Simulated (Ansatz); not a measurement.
```yaml
crystal:
  periodic: [false, false, false]
  atoms:
    - {symbol: O, position_ang: [0.368951, -0.631465, 1.365493]}
    - {symbol: C, position_ang: [0.112245, 0.284892, 0.395674]}
    - {symbol: F, position_ang: [-1.212752, 0.626327, 0.365405]}
    - {symbol: Te, position_ang: [0.667663, -0.484411, -1.583519]}
    - {symbol: H, position_ang: [-0.072133, -1.460141, 1.142186]}
    - {symbol: H, position_ang: [0.689295, 1.181006, 0.617739]}
    - {symbol: H, position_ang: [-0.491970, 0.415891, -2.348778]}
basis:
  gaussian: {orbitals: STO-3G}
magnetization: {spin_polarized: true, initial_magnetization: 2}
hamiltonian: {xc: {name: r2SCAN50}}
accuracy: high
```

```sh
$ ansatz run in.yaml --threads 2 --pin off --events-out ev --progress --plain --max-ram 4352MiB
```

Output, abridged:

```
Functional definition: r2SCAN50
737 factors; integrals over basis functions are off by at most 8.5e-9 eV
mean field evaluation 1: about -183983.8818 eV, gradient 1.5e1 eV
mean field evaluation 2: about -183984.9840 eV, gradient 1.1e1 eV
mean field evaluation 4: about -183985.6461 eV, gradient 6.3e-1 eV
mean field evaluation 8: about -183985.7434 eV, gradient 7.2e-2 eV
mean field evaluation 16: about -183985.7437 eV, gradient 3.4e-4 eV
mean field -183985.74367377 eV, -6761.3513699950 hartree, gradient 4.9e-8 eV, S^2 2.010095; 2 other end points of the search recorded, 0 dependent functions left out
reference -183985.74367424 eV, -6761.3513700120 hartree; 40, 38 occupied and 5, 7 virtual orbitals, 737 factors
Total energy: -183985.74367424 eV, -6761.3513700120 hartree
```

Run time 6.5 s (2 threads of an AMD EPYC 9R14 on a shared host); peak host memory 0.4 GiB.
